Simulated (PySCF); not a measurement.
Compound: C5H2N2.
Geometry (PBE0-D3(BJ)/def2-SVP, Å), atoms numbered from 1 in this order:
```xyz
9
C5H2N2 angstrom
C     -1.7313   -1.1008    0.4698
C     -0.7034   -0.4968    0.2830
C      0.5510    0.2300    0.0635
C      1.0002    0.1421   -1.3366
N      1.3673    0.0553   -2.4282
C      0.4538    1.6364    0.4904
N      0.3885    2.7326    0.8478
H     -2.6482   -1.6380    0.6357
H      1.3426   -0.2366    0.6823
```

Computed with PySCF at CAM-B3LYP/def2-SVPD, non-relativistic, on one gas-phase PBE0-D3(BJ)/def2-SVP geometry that isn't relaxed in the solvent. The solvent is an IEF-PCM continuum (cavity from Bondi-type radii × 1.2), and excitations are vertical TDDFT with non-equilibrium linear response and a frozen core. Specific hydrogen bonds and non-electrostatic terms are outside this model.

Gas-phase singlets (H = HOMO, L = LUMO):

```json
{"state": "S1", "E (eV)": "6.452", "λ (nm)": "192", "f": "0.000", "leading configuration": "H→L+1 76%"}
{"state": "S2", "E (eV)": "6.767", "λ (nm)": "183", "f": "0.002", "leading configuration": "H-1→L+1 48%"}
{"state": "S3", "E (eV)": "6.803", "λ (nm)": "182", "f": "0.002", "leading configuration": "H-1→L 34%"}
{"state": "S4", "E (eV)": "7.509", "λ (nm)": "165", "f": "0.000", "leading configuration": "H-2→L+2 57%"}
{"state": "S5", "E (eV)": "7.579", "λ (nm)": "164", "f": "0.000", "leading configuration": "H-4→L+2 31%"}
```

Task: Give the list for tetrahydrofuran (ε = 7.426), n² = 1.97.

Result: 
```json
{"state": "S1", "E (eV)": "6.433", "λ (nm)": "193", "f": "0.001", "leading configuration": "H→L+2 81%", "change by rank (eV)": "-0.019"}
{"state": "S2", "E (eV)": "6.780", "λ (nm)": "183", "f": "0.004", "leading configuration": "H-1→L+2 48%", "change by rank (eV)": "+0.013"}
{"state": "S3", "E (eV)": "6.867", "λ (nm)": "181", "f": "0.003", "leading configuration": "H-1→L+5 40%", "change by rank (eV)": "+0.064"}
{"state": "S4", "E (eV)": "7.489", "λ (nm)": "166", "f": "0.001", "leading configuration": "H-2→L 52%", "change by rank (eV)": "-0.020"}
{"state": "S5", "E (eV)": "7.579", "λ (nm)": "164", "f": "0.001", "leading configuration": "H-1→L 36%", "change by rank (eV)": "0.000"}
```

Task: What are the lowest 5 singlets in dichloromethane (ε = 8.93)?

Result: 
```
state  E (eV)  λ (nm)      f  leading configuration  change by rank (eV)
   S1   6.432     193  0.001              H→L+2 81%               -0.020
   S2   6.781     183  0.004            H-1→L+2 48%               +0.014
   S3   6.870     180  0.003            H-1→L+5 40%               +0.067
   S4   7.487     166  0.001              H-2→L 51%               -0.022
   S5   7.577     164  0.001              H-1→L 37%               -0.002
```

Task: How do the frontier levels move from gas to dichloromethane?

Result: 
```csv
orbital,gas (eV),solvent (eV),change (eV),"Löwdin shares, gas","Löwdin shares, solvent"
LUMO+2,0.50,0.75,+0.25,"N5 22 %, N7 22 %, C4 18 %, C6 18 %","C1 25 %, C2 21 %, C6 10 %, C4 10 %"
LUMO+1,0.46,0.71,+0.25,"C1 28 %, C2 23 %, C3 9 %, C6 9 %","H9 16 %, C3 16 %, C4 14 %, C6 14 %"
LUMO,0.29,0.56,+0.27,"H9 23 %, C3 18 %, C2 11 %, C6 11 %","N7 22 %, N5 22 %, C6 19 %, C4 19 %"
HOMO,-10.66,-10.25,+0.41,"C1 41 %, C2 41 %, C3 7 %","C2 41 %, C1 41 %, C3 7 %"
HOMO-1,-10.72,-10.36,+0.36,"C2 42 %, C1 40 %","C2 43 %, C1 41 %, C3 4 %"
HOMO-2,-11.83,-11.77,+0.06,"N7 24 %, N5 24 %, C6 18 %, C4 18 %","N5 24 %, N7 24 %, C4 18 %, C6 18 %"
HOMO-3,-11.90,-11.92,-0.02,"N5 27 %, N7 27 %, C4 22 %, C6 22 %","N5 27 %, N7 27 %, C4 22 %, C6 22 %"
```

The HOMO–LUMO gap goes from 10.95 to 10.81 eV. Rows go by rank; for LUMO, LUMO+1 and LUMO+2 the atom shares or the degeneracy differ between the runs, so the row needn't follow one orbital.

The run took 16 s wall on one thread, Arm Neoverse V2, no GPU (shared host). This is the whole response run at CAM-B3LYP/def2-SVPD in dichloromethane, SCF included.
